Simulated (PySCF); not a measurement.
ClGe, SMILES [Cl][Ge] (connectivity only; charge and spin as stated), charge +1, multiplicity 1. Heavy atoms are numbered as in [Cl:1][Ge:2].

Coordinates come from a r2SCAN-D4/def2-TZVP optimisation. The spin state was assumed, not searched.

Computed with HF/pcSseg-2 run with PySCF.

GIAO shieldings, no solvent; atoms alike by connectivity are averaged. δ = σ(ref) − σ: ³⁵Cl against HCl (σ = 947.2 ppm); ⁷³Ge against GeH4 (σ = 1766.1 ppm), references at their B3LYP-D3(BJ)/def2-TZVP geometries, non-relativistic (without spin–orbit terms, shifts of atoms bonded to Cl or Br come out too high).

Question: Estimate the chemical shifts. (The exact figures need the calculation; the answer reports its results.)

Answer: 
| nucleus | atoms | count | δ (ppm) |
|---|---|---|---|
| ³⁵Cl | Cl1 | 1 | 684.0 |
| ⁷³Ge | Ge2 | 1 | 602.9 |
